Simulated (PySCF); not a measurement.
PySCF input for CH₆ClGeN, SMILES [CH3][Ge@H]([NH2])[Cl], PBE/pcSseg-1. Geometry optimised at ωB97X-D3(BJ)/def2-SVP. The structure was generated by enumeration; whether it is a known compound was not checked. Other conformers were not sampled.

```python
import numpy as np
from pyscf import gto, scf, dft
from pyscf.prop.nmr import rks as nmr

mol = gto.M(
    atom='''
    C    -1.48515554   -1.28383298   -0.02451829
    Ge    0.02036854   -0.14058797   -0.42487868
    N     1.56617120   -1.07791118   -0.23148635
    Cl   -0.08761564    1.52300614    0.98765484
    H    -1.51556350   -2.13180372   -0.72493815
    H    -1.39482240   -1.66995585    1.00180855
    H    -2.42345408   -0.71579919   -0.10007865
    H     0.01795861    0.49603420   -1.81743895
    H     1.68043265   -1.55161535    0.66143812
    H     2.42085598   -0.57077326   -0.44729155
    ''',
    basis='pcSseg-1',
    charge=0,
    spin=0,
    max_memory=1600,
    verbose=3,
)
mf = dft.RKS(mol, xc='pbe')
mf.grids.level = 3
mf.conv_tol = 1e-10
mf.max_cycle = 100
mf.kernel()
n = nmr.NMR(mf)
n.verbose = 2
n.max_cycle_cphf = 60
sigma = n.kernel()
print('atom   isotropic/ppm   span/ppm')
for i, s in enumerate(sigma):
    w = np.linalg.eigvalsh((s + s.T) / 2)
    print(f'{mol.atom_symbol(i):2s}{i + 1:3d} {w.mean():14.3f} {w[2] - w[0]:11.3f}')
```

Output:

```
converged SCF energy = -2632.87033602845
atom   isotropic/ppm   span/ppm
C   1        175.274      28.566
Ge  2       1194.440     201.286
N   3        219.416      41.985
Cl  4        860.262     273.810
H   5         30.591      13.429
H   6         30.457      10.516
H   7         30.504      11.935
H   8         25.489      18.366
H   9         30.486      16.528
H  10         30.288      18.238
```

The run converged.
